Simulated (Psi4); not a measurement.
water (H2O), singlet, at a GFN2-xTB geometry. Base run: Psi4 with B3LYP/cc-pVDZ.

Geometry (Å):
```xyz
3

O      0.0096     0.0021     0.1134
H     -0.0558     0.7636    -0.4661
H     -0.0208    -0.7801    -0.4410
```
All else is at Psi4's defaults (density fitting).

Variants of this job, named by their change:

```
change                                   E (Eh)  SCF-reference dipole (D)
------------------------------------  ---------  ------------------------
base                                  -76.42007                      1.87
functional = pw6b95                   -76.49998                      1.88
functional = wb97m-v                  -76.38896                      1.88
functional = hf (with energy('scf'))  -76.02643                      2.02
functional = pbe0-dh                  -76.33354                         -
functional = m06-2x                   -76.38832                      1.92
functional = cam-b3lyp                -76.39160                      1.91
functional = bhhlyp                   -76.38109                      1.94
functional = svwn                     -76.04998                      1.92
functional = x3lyp                    -76.39015                      1.88
functional = scan                     -76.38939                      1.89
functional = wb97x-v                  -76.39139                      1.90
functional = mn15                     -76.34053                      1.93
```

Total energies compare only within one method and basis.
